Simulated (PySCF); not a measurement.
B3LYP has the VWN-RPA correlation part, as in Gaussian. Delta-SCF ions had no search for a lower state. Excitations are Tamm–Dancoff values on a coarser integration grid. The basis has no diffuse functions, so Rydberg states are missing or too high.

## C₃H₅F, SMILES `C=CCF` (C–C–C–F torsion 0°) (charge 0, multiplicity 1)

Computed with B3LYP-D3(BJ)/def2-TZVP (PySCF 2.14.0).

```
Property                                                              Result
-------------------------------------------  -------------------------------
HOMO                                                                -7.48 eV
dipole moment                                                         1.77 D
LUMO                                                                -0.09 eV
HOMO–LUMO gap                                                        7.38 eV
S1 excitation (TDA)                                                  7.52 eV
S1 oscillator strength                                                 0.001
brightest of the four lowest singlets (TDA)                          7.96 eV
T1 excitation (TDA)                                                  4.53 eV
S1–T1 gap (TDA)                                                      2.99 eV
vertical ionisation energy (Delta-SCF)                              10.10 eV
total energy                                                     -5911.45 eV
cost                                         around 2.3 core-minutes (rough)
```

```xyz
9

C      1.3699    -0.1966     0.0295
C      0.2531     0.5148     0.0575
C     -1.1248    -0.0467    -0.0436
F     -1.1130    -1.4309    -0.1737
H      1.3472    -1.2732    -0.0733
H      2.3383     0.2788     0.1077
H      0.2879     1.5959     0.1606
H     -1.6484     0.3621    -0.9143
H     -1.7101     0.1958     0.8496
```
